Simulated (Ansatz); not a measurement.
Reactions of `[OH][Al]([OH])[Br]`.

Program: Ansatz. Geometries: PBE0-D4/def2-TZVP. ΔE: electronic, gas phase. CCSD(T)/CBS adds triple-zeta CCSD(T) − MP2 to the extrapolated MP2 energy (def2 sets, frozen cores). This one scheme is used for every species. Functionals use def2-TZVPP. For Br outer-core shells are correlated without core-valence functions, which leaves a few kJ/mol of doubt a bond. Scalar relativity is left out up to krypton. One conformer a species, not always the lowest.

| reaction | CCSD(T)/CBS(def2) (kcal/mol) |
| --- | --- |
| `[OH][Al]([OH])[Br]` + HCl → `[OH][Al]([OH])[Cl]` + HBr | 0.2 |
| `[OH][Al]([OH])[Br]` + H₂O → `[OH][Al]([OH])[OH]` + HBr | 6.8 |
| `[OH][Al]([OH])[Br]` + H₂S → `[OH][Al]([OH])[SH]` + HBr | ? |
| `[OH][Al]([OH])[Br]` + `C#C` → `C#[C][Al]([OH])[OH]` + HBr | 23.3 |

Task: Fill in the missing values. (Estimate.)

Result: Ansatz gave: `[OH][Al]([OH])[Br]` + H₂S → `[OH][Al]([OH])[SH]` + HBr: +12.5 kcal/mol.

Largest T1 diagnostic: 0.013, for `C#[C][Al]([OH])[OH]`.
